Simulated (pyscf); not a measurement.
## H₂C⁻–CH₂–OH, singlet

Gas-phase minimum from PySCF at ωB97X-D3(BJ)/def2-SVPD, one conformer. H₂C⁻–CH₂–OH lies 22.5 kcal/mol over its isomer H₃C–CH₂–O⁻, and others may lie lower still (electronic energy, ωB97M-D3(BJ)). 

SMILES: C([CH2-])O
```xyz
8

C      0.2173    -0.0394     0.5266
C     -0.7784    -1.1489     0.5712
O     -1.3704    -1.2907     1.9224
H     -0.0639     0.7887    -0.1482
H      1.2477    -0.3707     0.3059
H     -0.3497    -2.1469     0.3428
H     -1.6463    -1.0013    -0.1049
H     -0.8821    -0.5690     2.3536
```
Charge -1, spin multiplicity 1.

Bonded distances (Å): C1–C2 1.491, C1–H4 1.105, C1–H5 1.105, C2–O3 1.482, C2–H6 1.110, C2–H7 1.110, O3–H8 0.972. Angles (°): C2–C1–H4 113.9, C2–C1–H5 113.9, H4–C1–H5 109.9, C1–C2–O3 111.4, C1–C2–H6 113.9, C1–C2–H7 113.9, O3–C2–H6 104.8, O3–C2–H7 104.8, H6–C2–H7 107.2, C2–O3–H8 97.6.

Properties at ωB97X-D3(BJ)/def2-SVPD:

```yaml
harmonic_wavenumbers_unscaled: 182, 460, 567, 593, 837, 894, 1061, 1182, 1224, 1258, 1364, 1436, 1491, 2948, 2979, 3033, 3085, 3693 cm⁻¹
zero_point_energy: 40.4 kcal/mol
rotational_symmetry_number: 1
Entropy of this conformer at 298 K and 1 atm, rigid rotor and harmonic oscillator, modes under 100 cm⁻¹ raised to 100: 268.4 J/(mol K)
dipole_moment: depends on origin
```

Single-point totals, which compare only within one level (frozen core for MP2 and CC):

| level | total energy (hartree) |
|---|---|
| ωB97X-D3(BJ)/def2-TZVPD | -154.50596 |
| PBE/def2-TZVPD | -154.26355 |
| r²SCAN/def2-TZVPD | -154.35919 |
| B3LYP-D3(BJ)/def2-TZVPD | -154.46597 |
| PBE0-D3(BJ)/def2-TZVPD | -154.27147 |
| M06-2X/def2-TZVPD | -154.37614 |
| ωB97M-D3(BJ)/def2-TZVPD | -154.48667 |
| HF/def2-TZVPPD | -153.47495 |
| MP2/def2-TZVPPD | -154.10203 |
| CCSD/def2-TZVPPD | -154.12204 |
| CCSD(T)/def2-TZVPPD | -154.14945 |

Soft torsions are taken as harmonic, which can shift the entropy by several J/(mol K). The CCSD(T) − MP2 part came from Ansatz, without density fitting, on the same reference.
